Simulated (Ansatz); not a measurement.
Geometry optimisation, UHF/def2-SVP in Ansatz.

The input (input.yaml):

```yaml
crystal:
  periodic: [false, false, false]
  atoms:
    - { symbol: Zr, position_ang: [0.0, 0.0, 0.0] }
    - { symbol: Cl, position_ang: [0.0, 0.0, 2.77] }
    - { symbol: Cl, position_ang: [2.3764, 0.0, -0.8392] }
    - { symbol: Cl, position_ang: [-1.1869, 2.0563, -0.8392] }
    - { symbol: Cl, position_ang: [-1.1869, -2.0563, -0.8392] }
    - { symbol: Cl, position_ang: [0.0, 0.0, 5.11] }
magnetization:
  spin_polarized: true
  initial_magnetization: 1
basis:
  gaussian: { orbitals: def2-SVP }
hamiltonian:
  xc: hf
relax:
  f_tol: 0.15
  max_steps: 25
  restrain:
    - { distance: [1, 5], at: 2.04, k: 30.0 }
    - { distance: [0, 1], at: 3.72, k: 30.0 }
```

Launched with:

```bash
$ ansatz run input.yaml --threads 4 --pin off --max-ram 5120MiB --backend cpu --events-out ev --progress --plain --runs-dir out
```

Question: Where does it end, and by what steps?

Answer: It converged. The restraints hold the end off the free minimum; the threshold counts their pulls, which the force column leaves out. Restrained pairs: Cl2–Cl6 (2.34 → 2.03 Å), Zr1–Cl2 (2.77 → 3.72 Å). After 4 steps the energy has risen by 0.293 eV (the restraints' own energy left out); Zr1 moved furthest, 0.66 Å.

```tsv
step	energy less start (eV)	largest force component (eV/Å)	accepted
0	0.0000	5.939	yes
1	0.6382	1.187	yes
2	0.4416	0.910	yes
3	0.3242	0.508	yes
4	0.2929	0.322	yes
```

```xyz
6
Properties=species:S:1:pos:R:3
Zr 0.001 0.000 -0.665
Cl 0.000 0.000 3.057
Cl 2.377 0.000 -0.706
Cl -1.187 2.058 -0.706
Cl -1.187 -2.058 -0.706
Cl 0.000 0.000 5.088
```

Run time: 17 s on 4 threads of Intel(R) Xeon(R) 6975P-C (Granite Rapids), with other jobs on the host, peak memory 0.57 GiB.
